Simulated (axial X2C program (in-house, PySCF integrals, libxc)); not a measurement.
## Correcting the dissociation energy of GaAg for spin–orbit coupling

A spin-free PBE0 curve (one-electron X2C) was computed with an in-house all-electron X2C program for linear molecules (integrals from PySCF), basis Ag dyall-cv3z [12s12p8d5f3g], Ga dyall-cv3z [9s9p7d4f1g] (cores contracted in-house), for the state M_S = 0, Λ = 0 (closed shell). It gives D0 = 1.806 eV to Ag + Ga, which in a spin-free picture are the weighted means of the ground terms.

Measured levels of the ground terms (NIST Handbook of Basic Atomic Spectroscopic Data), in cm⁻¹: Ag 2S: J = 1/2 at 0; Ga 2P: J = 1/2 at 0, J = 3/2 at 826.2.

The molecular state has Λ = 0, so it has no first-order lowering.

Q: How far does each ground level lie under the (2J+1)-weighted mean of its term?

A: Ag: a single level, 0; Ga: (2 × 0 + 4 × 826.2)/6 = 551 cm⁻¹.

Q: Correct D0.

A: D0 = 1.806 + (0 − 551)/8065.5 = 1.738 eV at PBE0 with these spin–orbit terms.

Second-order spin–orbit effects in the molecule, which grow quickly with Z, are left out. The state is one determinant whose occupation by symmetry is held fixed; it was picked as the lowest of a PBE0 search that is not exhaustive. De is counted from the lowest determinant-based energies of the atoms at the same level, without counterpoise correction.
